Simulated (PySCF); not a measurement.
**How methods differ on the ionisation energy of O⁺**

O⁺ [He] 2s2 2p3 (4S) → O²⁺ [He] 2s2 2p2 (3P), as a difference of total energies. Calculation: PySCF 2.14, in x2c-TZVPall (5s3p2d1f, 31 functions); scalar relativity by spin-free X2C-1e. Correlated levels: valence: 1s2 frozen. The calculations carry no spin-orbit coupling.

```csv
method,ionisation energy (eV)
UHF,34.573
r2SCAN,35.477
M06-L,35.445
MP2 (valence),35.191
SCS-MP2 (valence),34.939
CCSD (valence),35.014
CCSD(T) (valence),35.021
```

Problem. How much does correlation contribute at CCSD(T) (valence)?

Solution. 35.021 − (34.573) = 0.448 eV, measured against UHF.

Errors of the correlated levels include the incompleteness of this basis and the frozen core.

For comparison: 35.121 eV (measured; NIST Atomic Spectra Database, ionization energies).
